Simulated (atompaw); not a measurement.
## How hard is this carbon (C) PAW (atompaw) potential?

atompaw 4.2.0.5 input, output lines left out:

```
C 6
GGA-PBESOL scalarrelativistic loggrid 1500 logderivrange -3 5 201
2 2 0 0 0 0
2 1 2
0 0 0
c
v
v
2
2.50 2.35 2.30 1.70
y
-0.65
n
y
0.05
n
y
0.25
y
2.6
n
custom rrkj vanderbiltortho sinc
3 -0.5 troulliermartins
1.30
1.30
2.50
2.50
2.50
2.30
```

The pseudo-atom Hamiltonian at the reference potential is diagonalised in spherical Bessel functions j_l(qr) that vanish at 20 bohr, with q² up to the cutoff. All-electron valence levels (Ry): 2s -1.0031, 2p -0.3847.

Task: How do the lowest levels (Ry) of each channel move with the cutoff, and are there ghosts?

Result:

| cutoff (Ry) | s #1 | s #2 | p #1 | d #1 | f #1 | f #2 | Σ f·Δε (mRy) |
| --- | --- | --- | --- | --- | --- | --- | --- |
| 8 | -1.0015 | -0.0101 | -0.3757 | 0.0729 | 0.1169 | 0.2527 | 21.1 |
| 10 | -1.0028 | -0.0101 | -0.3828 | 0.0729 | 0.1169 | 0.2527 | 4.5 |
| 12 | -1.0029 | -0.0101 | -0.3844 | 0.0729 | 0.1169 | 0.2527 | 0.9 |
| 15 | -1.0029 | -0.0101 | -0.3845 | 0.0729 | 0.1169 | 0.2527 | 0.6 |
| 18 | -1.0030 | -0.0101 | -0.3846 | 0.0729 | 0.1169 | 0.2527 | 0.5 |
| 400 | -1.0031 | -0.0101 | -0.3847 | 0.0729 | 0.1169 | 0.2527 | 0.0 |

Result: no extra level below or beside the all-electron valence levels (s, p, d, f tested); 10 mRy is reached at 10 Ry and 1 mRy at 12 Ry.
